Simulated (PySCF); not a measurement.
## Solvent effects on NMR parameters

Atoms are numbered as in `[CH3:1][S+:2]([CH3:3])[BH2-:4][O:5][SiH3:6]` (H(Xn): hydrogen on atom n).

GIAO PBE0/pcSseg-1 in PySCF on one PBE0-D3(BJ)/def2-SVP conformer, non-relativistic, equivalent nuclei averaged. Solvents enter as an IEF-PCM continuum (dichloromethane with ε = 8.9, water with ε = 78.4) around the gas-phase geometry. Shifts are referred to TMS, CS2, BF3·OEt2 computed in the same medium.

Gas phase, δ in ppm: C1/C3 20.7, S2 -27.4, B4 -7.0, Si6 -39.2, H(Si6) 4.94, H(B4) 3.37, H(C1)/H(C3) 2.04. Dipole moment 4.13 D.

Q: How does each δ change in the continuum?

A: 
```
      atoms                              environment  Δδ, dichloromethane  Δδ, water
      C1/C3                methyl carbon bonded to S                 +0.8       +0.9
         S2                  sulfur bonded to 2 C, B                 -3.2       -3.4
         B4                boron bonded to O, S, 2 H                 -0.3       -0.3
        Si6                 silicon bonded to O, 3 H                  0.0        0.0
     H(Si6)        hydrogen on a silicon bonded to O                -0.08      -0.09
      H(B4)       hydrogen on a boron bonded to O, S                -0.30      -0.36
H(C1)/H(C3)  hydrogen on a methyl carbon bonded to S                +0.15      +0.18
```

Changes are relative to the gas phase. The dipole moment becomes 5.10 D in dichloromethane, 5.29 D in water.

Q: Which nuclei move most (in ppm), and what does the model miss?

A: S2 (sulfur bonded to 2 C, B, -3.4 ppm) in water. A continuum only polarises the solute; specific hydrogen bonds, the anisotropy of aromatic solvents and changes of geometry or conformer are outside it.
